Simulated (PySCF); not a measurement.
## How methods differ on the ionisation energy of Nd⁴³⁺

Nd⁴³⁺ [Ne] 3s2 3p5 (2P) → Nd⁴⁴⁺ [Ne] 3s2 3p4 (3P), as a difference of total energies. All numbers are calculated (PySCF 2.14, scalar relativity by spin-free X2C-1e, in an even-tempered Gaussian basis (18 s from 8.4 bohr⁻², ratio 2.5; 12 p from 11 bohr⁻², ratio 2.5; 4 d from 48 bohr⁻², ratio 2.7; 4 f from 71 bohr⁻², ratio 2.7)). Correlated levels: outer shells: 1s2 frozen; virtual orbitals above 40 to 60 times the deepest correlated orbital energy dropped. The calculations carry no spin-orbit coupling.

```json
{"method": "UHF", "ionisation energy (eV)": "3504.6"}
{"method": "MP2 (outer shells)", "ionisation energy (eV)": "3505.7"}
{"method": "SCS-MP2 (outer shells)", "ionisation energy (eV)": "3505.6"}
{"method": "CCSD (outer shells)", "ionisation energy (eV)": "3505.6"}
{"method": "CCSD(T) (outer shells)", "ionisation energy (eV)": "3505.6"}
```

Spin-orbit coupling is strong in these open shells (close to jj coupling). The scalar numbers leave it out and a first-order estimate fails, so it can dominate the gap to the real levels.

Breit and QED terms and the two-electron picture change are absent.

For comparison: 3465 ± 4 eV (theoretical estimate listed by NIST; NIST Atomic Spectra Database, ionization energies).
